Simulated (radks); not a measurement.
Values are calculated unless marked as measured or tabulated.
Excited configurations of Ru2+: one electron is placed in a higher orbital outside [Kr] 4d5. The ground configuration is [Kr] 4d6. Level of theory: Dirac Kohn-Sham, PBE, spin-unpolarised, spherical densities, point nucleus; open shells are shared between the two j in proportion to 2j + 1 (a radial shooting solver on a logarithmic mesh with Libxc functionals). Excitation = E - E(ground); binding = E(ion) - E, where the ion is the core of charge +3; n* = 3/sqrt(2 binding) in atomic units, and the quantum defect is n - n*. Eigenvalue and <r> are those of j = l + 1/2.

\begin{tabular}{lrrrr}
outer orbital & excitation (eV) & binding (eV) & quantum defect & eigenvalue (eV) \\ \hline
4f & 22.434 & 8.186 & 0.132 & -6.341 \\
5s & 5.963 & 24.657 & 2.771 & -20.650 \\
5p & 11.965 & 18.654 & 2.438 & -15.182 \\
5d & 19.260 & 11.359 & 1.717 & -9.232 \\
5f & 25.039 & 5.580 & 0.316 & -4.557 \\
6s & 19.016 & 11.603 & 2.751 & -9.936 \\
6p & 20.979 & 9.641 & 2.436 & -8.167 \\
6d & 23.784 & 6.836 & 1.768 & -5.746 \\
6f & 26.683 & 3.936 & 0.423 & -3.319 \\
7s & 23.730 & 6.890 & 2.784 & -5.935 \\
7p & 24.666 & 5.954 & 2.465 & -5.109 \\
7d & 26.069 & 4.551 & 1.813 & -3.900 \\
\end{tabular}

The Delta-SCF ionisation energy is 30.620 eV (NIST Atomic Spectra Database: 28.470 eV, semi-empirical). Self-interaction in the functional shifts the binding energies and quantum defects, so they are the method's values and not measured ones. Spin polarisation and multiplet splitting are left out, so open shells lie too high by an amount that depends on their filling. Sharing an open shell by 2j + 1 raises it above the true ground level by a part of the spin-orbit splitting, which enters the differences from NIST.

Beside tabulated values, note that spin-unpolarised runs miss the spin-polarisation part of the exchange energy of open shells.
